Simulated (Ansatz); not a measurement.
```yaml
crystal:
  periodic: [false, false, false]
  atoms:
    - {symbol: N, position_ang: [-0.886214, 0.769921, -0.484805]}
    - {symbol: As, position_ang: [-0.401007, -0.609164, 0.611166]}
    - {symbol: O, position_ang: [1.352883, -0.861210, 0.240332]}
    - {symbol: H, position_ang: [-1.163803, 0.473118, -1.409158]}
    - {symbol: H, position_ang: [-0.227974, 1.534704, -0.547687]}
    - {symbol: H, position_ang: [-0.067794, 0.318542, 1.772147]}
    - {symbol: H, position_ang: [1.455109, -1.693809, -0.227695]}
basis:
  gaussian: {orbitals: cc-pVTZ-DK, final_grid: {core_spheres: 1, valence_spheres: 1, degree: 3}}
hamiltonian: {xc: {name: PBE}}
output: {forces: true}
```

```sh
$ ansatz run in.yaml --threads 2 --pin off --events-out ev --progress --plain --max-ram 4352MiB
```

Shortened log:

```
Functional definition: PBE
  name "PBE"
  cite "Perdew, Burke & Ernzerhof, Phys. Rev. Lett. 77, 3865 (1996) doi:10.1103/PhysRevLett.77.3865"
  parent pbe
  parameter kappa = 0.804
  parameter beta = 0.06672455060314922
  exchange = pbe_x(kappa = kappa, mu = beta*pi^2/3)
  correlation = pbe_c(beta = beta)
959 factors; their error is unknown
mean field evaluation 1: about -65099.3634 eV, gradient 9.0e1 eV
mean field evaluation 2: about -65012.9488 eV, gradient 1.9e2 eV
mean field evaluation 4: about -65112.9196 eV, gradient 8.5e0 eV
mean field evaluation 8: about -65113.1585 eV, gradient 7.7e-2 eV
mean field evaluation 16: about -65171.5868 eV, gradient 3.2e-1 eV
a density is far from that of the atoms, so the factors are made again for it
1410 factors; integrals over basis functions are off by at most 1.5e-4 eV
mean field -65244.84791257 eV, -2397.7039362405 hartree, gradient 2.3e-5 eV, S^2 0.000000; 0 other end points of the search recorded, 0 dependent functions left out
the calculation of the forces begins
reference -65244.84802893 eV, -2397.7039405167 hartree; 26, 26 occupied and 133, 133 virtual orbitals, 1410 factors
Total energy: -65244.84802893 eV, -2397.7039405167 hartree
Relativity: scalar
Atom 0 at    -0.886214     0.769921    -0.484805 Å, force    42.708424     8.393407    73.001571 eV/Å
Atom 1 at    -0.401007    -0.609164     0.611166 Å, force    54.646843    37.953745    11.396671 eV/Å
Atom 2 at     1.352883    -0.861210     0.240332 Å, force   -63.089496   -19.883088    -2.628489 eV/Å
Atom 3 at    -1.163803     0.473118    -1.409158 Å, force    48.496229   -11.820889   -13.724811 eV/Å
Atom 4 at    -0.227974     1.534704    -0.547687 Å, force   -70.114420     3.817200   -31.295086 eV/Å
Atom 5 at    -0.067794     0.318542     1.772147 Å, force    -5.733623   -28.027431   -40.839631 eV/Å
Atom 6 at     1.455109    -1.693809    -0.227695 Å, force    -6.913957     9.567056     4.089775 eV/Å
Dipole moment:     2.800030    -1.814350     0.925052 e Å
```

(1) What is wrong with this run?

Results:

(1) The integration grid is far too coarse. Self-consistency was reached. The result belongs to that input, not to the molecule as meant.
